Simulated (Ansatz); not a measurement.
Basis sets compared for the cluster Cs2Cl2⁺ (the lowest doublet isomer of a short search). The state is a doublet with charge 1. Geometry r2SCAN-D4/def2-TZVP. Ansatz on 4 threads of Arm Neoverse V1 on a shared host; times are rough, and most runs start from earlier orbitals.

```tsv
atom	x (Å)	y (Å)	z (Å)
Cs1	0.7302	-2.9618	0.2821
Cs2	-0.7305	2.9610	-0.2896
Cl3	-1.2859	-0.3089	0.0850
Cl4	1.2863	0.3097	-0.0775
```

In the def2 sets Cs takes a core potential; there is no spin–orbit coupling. In the doublet, Cl3 and Cl4 lie 2.65 Å apart (atoms count from 1), so these atoms are partly bonded to each other. The structure comes from a short search, and lower isomers may exist.

```json
{"level": "PBE-D4/def2-SVP", "functions": "84", "energy (Eh)": "-960.0281", "HOMO (eV)": "-8.82", "LUMO (eV)": "-7.80", "wall time": "1.6 s"}
{"level": "PBE0-D4/def2-SVP", "functions": "84", "energy (Eh)": "-960.0904", "HOMO (eV)": "-10.26", "LUMO (eV)": "-6.87", "wall time": "2.1 s"}
```

Q: Estimate the rows for PBE-D4/def2-TZVP, PBE0-D4/def2-TZVP.

A: 
```tsv
level	functions	energy (Eh)	HOMO (eV)	LUMO (eV)	wall time
PBE-D4/def2-TZVP	132	-960.3401	-9.03	-7.97	2.5 s
PBE0-D4/def2-TZVP	132	-960.3978	-10.46	-7.03	3 s
```
